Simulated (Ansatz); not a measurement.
`F[SiH2][SiH](F)F` + H₂S → `F[SiH2][SiH](F)S` + H–F at 700 K and 1 bar (ligand exchange at the Si–F bond).

Computed with Ansatz on PBE0-D4/def2-TZVP structures; ΔE is electronic, products minus reactants. CBS: MP2 limit from def2 TZ/QZ plus the TZ coupled-cluster correction, frozen cores. This one scheme is used for every species. One conformer a species, not always the lowest.

| species | CCSD(T)/CBS energy (Eh) | H − E (kJ/mol) | S (J/(mol·K)) |
| --- | --- | --- | --- |
| `F[SiH2][SiH](F)F` | -879.52477 | 164.5 | 461.9 |
| H₂S | -398.97279 | 64.8 | 236.9 |
| `F[SiH2][SiH](F)S` | -1178.07420 | 192.1 | 494.3 |
| H–F | -100.39570 | 45.2 | 198.5 |

H − E and S are ideal-gas, rigid-rotor, harmonic terms from PBE0-D4/def2-TZVP, for one conformer and one mirror image of each species. 1 Eh = 2625.50 kJ/mol, R = 8.31446 J/(mol·K).

Problem. By hand: ΔE, ΔH, ΔS and ΔG.

Solution. ΔE = (-1178.07420) + (-100.39570) − (-879.52477) − (-398.97279) = 0.02766 Eh = 72.6 kJ/mol. Δ(H − E) = 192.1 + 45.2 − 164.5 − 64.8 = 8.0, so ΔH = 80.6 kJ/mol. ΔS = 494.3 + 198.5 − 461.9 − 236.9 = -6.0 J/(mol·K). ΔG = 80.6 − 700 × (-6.0)/1000 = 84.8 kJ/mol.

Problem. By hand: the equilibrium constant, and the temperature at which ΔG would vanish if ΔH and ΔS stayed fixed.

Solution. log₁₀ K = −ΔG/(RT ln 10) = -6.3. ΔH and −TΔS have one sign here, so there is no such temperature.

The number of gas molecules stays the same, so ΔS is small and ΔH decides. A doubt of 5 kJ/mol in ΔE shifts log₁₀ K by 0.4 here. Other conformers and mirror images would add mixing entropy, several J/(mol·K) or more a flexible species. Modes under 60 cm⁻¹, often nearly free rotors, make the harmonic entropy too high. These are equilibria of isolated gas molecules and say nothing of rates. Largest T1 diagnostic: 0.012 (customary marks: 0.02 for closed shells, 0.045 for open ones).

ΔS is within the doubt of such terms, so its sign, and with it that verdict, could turn.
